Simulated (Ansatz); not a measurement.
One change: `C[O][SnH]([F])[O]C` becomes `C[O][SnH2][F]`.

Ansatz, PBE0-D4/def2-TZVP geometries, multiplicity 1. Each molecule was computed in one conformer, which needn't be the lowest.

Elements past krypton have def2 core potentials.

```csv
property,`C[O][SnH]([F])[O]C`
HOMO energy (B3LYP/def2-TZVPP) / eV,-7.85
HOMO–LUMO gap (PBE/def2-TZVPP) / eV,4.39
HOMO energy (ωB97M-V/def2-TZVPP) / eV,-10.51
HOMO–LUMO gap (B3LYP/def2-TZVPP) / eV,6.42
size of the dipole moment (ωB97M-V/def2-TZVPP) / D,1.38
LUMO energy (ωB97M-V/def2-TZVPP) / eV,0.93
```

Problem. What does the change do to each property? (Estimate.)

Solution. Computed: 
```csv
property,`C[O][SnH2][F]`,shift
HOMO energy (B3LYP/def2-TZVPP) / eV,-7.80,0.05
HOMO–LUMO gap (PBE/def2-TZVPP) / eV,4.94,0.55
HOMO energy (ωB97M-V/def2-TZVPP) / eV,-10.45,0.06
HOMO–LUMO gap (B3LYP/def2-TZVPP) / eV,6.90,0.48
size of the dipole moment (ωB97M-V/def2-TZVPP) / D,2.39,1.01
LUMO energy (ωB97M-V/def2-TZVPP) / eV,1.03,0.10
```

With PBE0 the HOMO rises by 0.05 eV and the LUMO rises by 0.53 eV, so the gap widens by about 0.48 eV. PBE moves the HOMO by 0.03 eV and ωB97M-V by 0.06 eV. Dipoles are sizes alone; their direction can turn.

B3LYP here is the variant with VWN-RPA as its local correlation; programs differ in this.
